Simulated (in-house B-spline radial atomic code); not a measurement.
A fraction x of an electron is removed from 3d in Ru³⁺, starting from [Kr] 4d5 and keeping the highest spin. All numbers are computed (non-relativistic revTPSS, spin-polarised, spherical fractional occupations; point nucleus) with an all-electron radial atomic-structure program (B-spline basis), not measured.

| x | E(x) - E(0) (eV) | 3d down level (eV) |
| --- | --- | --- |
| 0 | 0.0000 | -311.968 |
| 0.01 | 3.1215 | -312.340 |
| 0.22 | 69.5362 | -320.199 |
| 0.28 | 88.8161 | -322.464 |
| 0.46 | 147.4746 | -329.311 |
| 0.5 | ? | ? |
| 0.59 | 190.6090 | -334.302 |
| 0.69 | 224.2324 | -338.168 |
| 0.85 | 278.8371 | -344.401 |
| 0.95 | ? | ? |
| 1 | 330.9388 | -350.295 |

(1) What belongs in the row x = 0.5?

(2) What belongs in the row x = 0.95?

(3) Check Janak's theorem between x = 0.01 and 0.22.

## Answers

(1) An energy change of 160.6777 eV; 3d down at -330.842 eV.

(2) An energy change of 313.4733 eV; 3d down at -348.325 eV.

(3) The slope of the energy is 316.26 eV; the orbital levels give 316.27 eV (-ε of the emptying orbital, averaged over the two points).
